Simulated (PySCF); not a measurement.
Nuclear quadrupole coupling in `COC(=O)c1cccc(C)p1`

C8H9O2P.
Numbering: `[CH3:1][O:2][C:3](=[O:4])[c:5]1[cH:6][cH:7][cH:8][c:9]([CH3:10])[p:11]1` (hydrogens: H12, H13, H14 on C1; H15 on C6; H16 on C7; H17 on C8; H18, H19, H20 on C10)

Geometry (GFN2-xTB, Å), atoms numbered from 1 in this order:
```xyz
20
C8H9O2P angstrom
C      3.7609    1.0857   -0.2836
O      2.3679    0.8331   -0.2514
C      1.9899   -0.4290    0.0274
O      2.7647   -1.3267    0.2442
C      0.5217   -0.5191    0.0215
C     -0.0791   -1.7398    0.2884
C     -1.4492   -1.9121    0.3036
C     -2.3331   -0.8722    0.0513
C     -1.9585    0.4275   -0.2382
C     -3.0292    1.4513   -0.4906
P     -0.2998    0.9786   -0.3345
H      4.2406    0.4643   -1.0433
H      4.2091    0.8620    0.6872
H      3.8749    2.1397   -0.5238
H      0.5767   -2.5762    0.4904
H     -1.8502   -2.8916    0.5196
H     -3.3939   -1.0929    0.0831
H     -2.5898    2.4238   -0.7050
H     -3.6792    1.5480    0.3789
H     -3.6495    1.1563   -1.3369
```

Field gradients from the PBE0/pcSseg-1 density (PySCF, non-relativistic), principal values in atomic units, ordered |Vxx| ≤ |Vyy| ≤ |Vzz|:

```csv
atom,Vxx,Vyy,Vzz
O2,-0.4816,-1.2441,1.7257
O4,0.6792,0.8856,-1.5647
```

Find the asymmetry η = (Vxx − Vyy)/Vzz and the couplings χ = eQV/h (234.96 MHz × Q in barn × V in au), with Q(17O) = −0.0256 b.

```tsv
atom	environment	nucleus	η	χzz (MHz)	χxx (MHz)	χyy (MHz)
O2	ester single-bonded oxygen	17O	0.44	-10.38	2.90	7.48
O4	ester carbonyl oxygen	17O	0.13	9.41	-4.09	-5.33
```

The tensor is traceless: Vxx + Vyy + Vzz = 0.

What is Vzz at O2 in SI units (1 au = 9.71736 × 10²¹ V/m²)?

1.7257 au = 16.769 × 10²¹ V/m².

What couplings would deuterons (Q(2H) = 0.00286 b) have in place of the hydrogens, at this geometry?

```json
{"atom": "H12", "bonded to": "C1", "bond length (Å)": "1.092", "Vzz (au)": "0.2951", "η": "0.10", "χzz (kHz)": "198"}
{"atom": "H13", "bonded to": "C1", "bond length (Å)": "1.092", "Vzz (au)": "0.2950", "η": "0.10", "χzz (kHz)": "198"}
{"atom": "H14", "bonded to": "C1", "bond length (Å)": "1.087", "Vzz (au)": "0.3066", "η": "0.08", "χzz (kHz)": "206"}
{"atom": "H15", "bonded to": "C6", "bond length (Å)": "1.082", "Vzz (au)": "0.3161", "η": "0.04", "χzz (kHz)": "212"}
{"atom": "H16", "bonded to": "C7", "bond length (Å)": "1.080", "Vzz (au)": "0.3244", "η": "0.06", "χzz (kHz)": "218"}
{"atom": "H17", "bonded to": "C8", "bond length (Å)": "1.084", "Vzz (au)": "0.3170", "η": "0.07", "χzz (kHz)": "213"}
{"atom": "H18", "bonded to": "C10", "bond length (Å)": "1.089", "Vzz (au)": "0.3086", "η": "0.04", "χzz (kHz)": "207"}
{"atom": "H19", "bonded to": "C10", "bond length (Å)": "1.090", "Vzz (au)": "0.3101", "η": "0.02", "χzz (kHz)": "208"}
{"atom": "H20", "bonded to": "C10", "bond length (Å)": "1.090", "Vzz (au)": "0.3101", "η": "0.02", "χzz (kHz)": "208"}
```

Isolated species at its GFN2-xTB geometry (one conformer only). GFN2-xTB bond lengths can be off by several hundredths of an ångström, more for odd bonds, and the gradients follow them. With a basis this small, the couplings can be 20 % off.

The run behind these numbers computed NMR shieldings as well. Hardware: one thread, Arm Neoverse V1 (aarch64), shared host with 32 logical CPUs at a one-minute load of 14. Cost: 51 s wall, 1.1 GiB resident at most.
